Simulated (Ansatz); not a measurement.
Cost and result for the atomization energy of ClH4OSi2 (`[SiH2]O[SiH2]Cl`) radical (8 atoms, 7 bonds).

Charge 0, multiplicity 2. All single points use the PBE0-D4/def2-TZVP geometry. It is one conformer, not always the lowest. Program: Ansatz. All runs use 4 threads of an Arm Neoverse V1 on a shared host. Times are those of one run each, without the atoms' runs, and a repeat can differ threefold. Electronic energies, without spin–orbit coupling; frozen cores. CCSD(T)/CBS adds CCSD(T) − MP2 in def2-TZVPP to the MP2 limit, and its time is that of the two runs behind it. T1 = 0.013; ⟨S²⟩ of the reference is 0.75.

CCSD(T)/CBS is a level of theory with its own doubt, some kJ/mol a heavy atom from the limit and from the frozen cores, so smaller differences don't rank the functionals.

```
                          level  functions  atomization (kJ/mol)  difference from CCSD(T)/CBS  per bond
          r2SCANh-D4/def2-TZVPP        213                2587.8                         -8.9      -1.3
             CCSD(T)/def2-TZVPP        213                2515.4                        -81.3     -11.6
PBE-D4/def2-TZVPP (with forces)        213                2576.9                        -19.8      -2.8
               CCSD(T)/def2-SVP         88                2362.1                       -234.6     -33.5
              B97M-V/def2-TZVPP        213                2603.9                          7.2       1.0
              CCSD(T)/CBS(def2)          –                2596.7                          0.0       0.0
                 MP2/def2-QZVPP        387                2610.5                         13.8       2.0
              B2PLYP/def2-TZVPP        213                2551.4                        -45.3      -6.5
         LDA (SPW92)/def2-TZVPP        213                2895.2                        298.5      42.6
            BHLYP-D4/def2-TZVPP        213                2533.3                        -63.4      -9.1
             BLYP-D4/def2-TZVPP        213                2559.7                        -37.0      -5.3
            PBE-QIDH/def2-TZVPP        213                2557.6                        -39.1      -5.6
        CAM-B3LYP-D4/def2-TZVPP        213                2595.3                         -1.4      -0.2
```

Task: Order the runs by time, with rough figures. (Estimate.)

Result: The calculation gave: LDA (SPW92)/def2-TZVPP 1.7 s; BLYP-D4/def2-TZVPP 3.1 s; PBE-D4/def2-TZVPP (with forces) 3.5 s; CAM-B3LYP-D4/def2-TZVPP 5.5 s; CCSD(T)/def2-SVP 6 s; BHLYP-D4/def2-TZVPP 6.5 s; B2PLYP/def2-TZVPP 6.5 s; PBE-QIDH/def2-TZVPP 6.5 s; r2SCANh-D4/def2-TZVPP 9.5 s; B97M-V/def2-TZVPP 14 s; MP2/def2-QZVPP 21 s; CCSD(T)/def2-TZVPP 3.8 min; CCSD(T)/CBS(def2) 4.1 min.

Leaving LDA and LC-ωPBE aside and taking each functional with its dispersion term where it has one, the values, not all of them listed here, spread over 80.4 kJ/mol, from revPBE-D4 to ωB97X-V. LDA lies +338.7 kJ/mol from PBE without D4, its usual overbinding. From r2SCAN to r2SCAN0 (25 % exact exchange), in def2-TZVPP and without D4, the atomization energy moves by −37.3 kJ/mol: exact exchange takes away binding that semilocal exchange gives to molecules. In def2-TZVPP, CCSD(T) changes the Hartree–Fock value by +560.8 kJ/mol (the triples alone add +31.5 kJ/mol) and MP2 by +606.1 kJ/mol; breaking electron pairs costs correlation energy, which Hartree–Fock lacks.
